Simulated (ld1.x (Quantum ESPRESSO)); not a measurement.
# rhenium (Re): one change to a TM potential, before and after

| Item | Value |
| --- | --- |
| Element | Re |
| Generator | ld1.x (Quantum ESPRESSO) 7.5 |
| Type | norm-conserving Troullier–Martins (Kleinman–Bylander form) |
| Functional | Wu–Cohen |
| Relativity | scalar-relativistic |
| Frozen core | [Kr] 4d10 4f14 5s2 |
| Valence charge | 13 |
| Reference configuration | 5p6 5d5 6s2 6p0 |
| Partial waves | 6s (bound): rc 2.70 bohr; 5p (bound): rc 1.05 bohr; 5d (bound): rc 1.85 bohr |
| Local potential | the d channel |
| Core correction | none |

Change: all radii scaled by about 1.15 (s 3.10, p 1.20, d 2.12 bohr).

Cutoffs: the cutoffs (Ry, on a coarse ladder) from which the occupation-weighted sum of valence levels, in a spherical-Bessel basis at the reference potential, stays within 10 and 1 mRy of its value at 400 Ry; they do not see the model core or the augmentation charge, which bear on the density cutoff. Errors are all-electron minus pseudo energies relative to the spin-unpolarised reference configuration.

Problem. How do hardness, ghosts and transferability respond?

Solution. The potential gets softer (110 Ry and 200 Ry → 110 Ry and 160 Ry); both files keep a bound ghost (p, s); of the 6 tests that both files solve, the error grows in 1 and shrinks in 2 by more than 15 % and 0.3 meV (median size 9.5 → 11.3 meV). A larger radius leaves more room for a smooth pseudo-wave, so fewer plane waves are needed.

```tsv
quantity	base	changed
cutoff, loose	110 Ry	110 Ry
cutoff, tight	200 Ry	160 Ry
bound ghosts	p, s	p, s
tests counted (converged, no solver errors)	6 of 7	6 of 7
error for 5p6 5d5 6s1 6p0, meV [ΔE 9.31 eV]	-10	-9.6
error for 5p6 5d5 6s0 6p0, meV [ΔE 25.66 eV]	-45	-46
error for 5p6 5d4 6s0 6p0, meV [ΔE 52.82 eV]	+0.5	-53
error for 5p6 5d6 6s1 6p0, meV [ΔE 0.97 eV]	-26	-13
error for 5p6 5d4 6s2 6p0, meV [ΔE 10.00 eV]	-8.6	-1.2
error for 5p6 5d5 6s1.5 6p0, meV [ΔE 3.81 eV]	-3.0	-2.7
```

Base: Tests not counted: 5p6 5d5 6s0 6p2 (solver errors, printed error -10.1 eV). ld1.x printed “convergence not achieved” for 4 of the counted tests; their residual had stalled under 1e-8, short of the target of 1e-14. Changed file: Tests not counted: 5p6 5d5 6s0 6p2 (solver errors, printed error -10.1 eV). ld1.x printed “convergence not achieved” for 1 of the counted tests; its residual had stalled under 1e-8, short of the target of 1e-14. A true bound ghost makes a file unfit for plane-wave use even where its test errors are small: the radial tests pick states by their node count and pass the ghost by. Where a test does run into it, the solver fails or the error is huge.
